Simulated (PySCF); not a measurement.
## Electron correlation in Cr (chromium, neutral)

[Ar] 3d4 4s1 4p1, one real determinant (an excited configuration). Computed with PySCF 2.14 in aug-cc-pVTZ-DK (8s7p5d3f2g, 93 functions), with the spin-free X2C one-electron Hamiltonian (Gaussian nucleus). Frozen: [Ar]; 6 electrons correlated.

| level | correlation energy (mhartree) |
| --- | --- |
| CCSD | -70.35 |
| (T) | -1.33 |
| CCSD(T) | -71.68 |

Diagnostics: T1 = 0.079, D1 = 0.2711, largest double amplitude 0.025.

Task: Is a single reference adequate?

Result: Largely. T1 is above 0.03 while the doubles stay small, so the singles mainly relax the orbitals.

The reference is one real determinant that mixes LS terms of this configuration.
